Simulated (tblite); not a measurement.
Species: C₈H₆ClN.
Bonds: Cl1–C2, C2–C3 (aromatic), C3–C4 (aromatic), C4–C5 (aromatic), C5–C6 (aromatic), C6–C7 (aromatic), C7–C8 (aromatic), C8–N9 (aromatic), N9–C10 (aromatic), C2–C10 (aromatic), C5–N9 (aromatic). Hydrogens: H11 on C3; H12 on C4; H13 on C6; H14 on C7; H15 on C8; H16 on C10.

Structure optimised with GFN2-xTB, isolated species.

(1) Give the optimised bond lengths and angles.

Results:

(1) 
```tsv
bond	length (pm)
Cl1–C2	172.9
C2–C3	141.6
C3–C4	136.4
C4–C5	140.5
C5–C6	138.8
C6–C7	139.5
C7–C8	138.0
C8–N9	135.0
N9–C10	135.9
C2–C10	136.1
C5–N9	139.8
C3–H11	107.7
C4–H12	107.8
C6–H13	107.1
C7–H14	107.2
C8–H15	107.2
C10–H16	107.9
```

A selection of angles:
```tsv
angle	degrees
Cl1–C2–C3	119.4
Cl1–C2–C10	119.4
C3–C2–C10	121.3
C2–C3–C4	118.9
C3–C4–C5	120.3
C4–C5–C6	134.1
C4–C5–N9	118.7
C6–C5–N9	107.2
C5–C6–C7	107.2
C6–C7–C8	108.2
C7–C8–N9	108.5
C8–N9–C10	129.7
C5–N9–C8	108.9
C5–N9–C10	121.5
C2–C10–N9	119.4
```

The 5-membered ring C5–C6–C7–C8–N9 has internal angles of 107.2° to 108.9° (sum 540°, against 540° for a flat polygon); it is planar, 0.00 Å rms from its mean plane, widest ring torsion 0°. The 7 C–C bonds span 1.361 Å (C2–C10, aromatic) to 1.416 Å (C2–C3, aromatic), a spread of 0.055 Å. The 6-membered ring C2–C3–C4–C5–N9–C10 has internal angles of 118.7° to 121.5° (sum 720°, against 720° for a flat polygon); it is planar, 0.00 Å rms from its mean plane, widest ring torsion 0°. N9 (pyrrole-type nitrogen) is planar (angles 129.7°, 121.5° and 108.9°, sum 360.0°, 0.00 Å off the plane of its three neighbours). The 3 C–N bonds span 1.350 Å (C8–N9, aromatic) to 1.398 Å (C5–N9, aromatic), a spread of 0.048 Å. The 10 heavy atoms lie in one plane (0.001 Å rms).

Point group: Cs (tolerance 0.08 Å). Its GFN2-xTB frequencies are all real (lowest 113 cm⁻¹).

All values are computed, not measured.
